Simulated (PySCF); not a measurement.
Stretching KS

Set-up: basis K x2c-TZVPall, S x2c-TZVPall; spin-free X2C with a Gaussian nucleus; PySCF 2.14. Energies in eV from K + S in their ground configurations at the same level. State: ²Π (doublet), unpaired electrons π ↑.

| R (Å) | PBE0 |
| --- | --- |
| 2.436 | -2.081 |
| 2.549 | -2.366 |
| 2.662 | -2.521 |
| 2.747 | -2.575 |
| 2.832 | -2.590 |
| 2.917 | -2.575 |
| 3.030 | -2.521 |
| 3.172 | -2.417 |
| 3.342 | -2.261 |
| 3.568 | -2.031 |

**Question.** Put a parabola through the three lowest points of the PBE0 curve and estimate Re, k and ωe (reduced mass 17.56 u; 1 eV/Å² = 0.16022 mdyn/Å; ωe = 1302.8·√(k/μ) cm⁻¹).

**Answer.** Through R = 2.747, 2.832, 2.917 Å the second-order coefficient is 2.08 eV/Å², so Re ≈ 2.832 Å, k ≈ 0.665 mdyn/Å and ωe ≈ 254 cm⁻¹. A polynomial fit of higher order to the unrounded PBE0 energies gives Re = 2.828 Å, k = 0.667 mdyn/Å, ωe = 254 cm⁻¹; anharmonicity and rounding make the difference.

The higher-order fit for each curve: PBE0: Re = 2.828 Å, ωe = 254 cm⁻¹, De = 2.59 eV.

The state was picked by a PBE0 search and need not be the measured ground state.
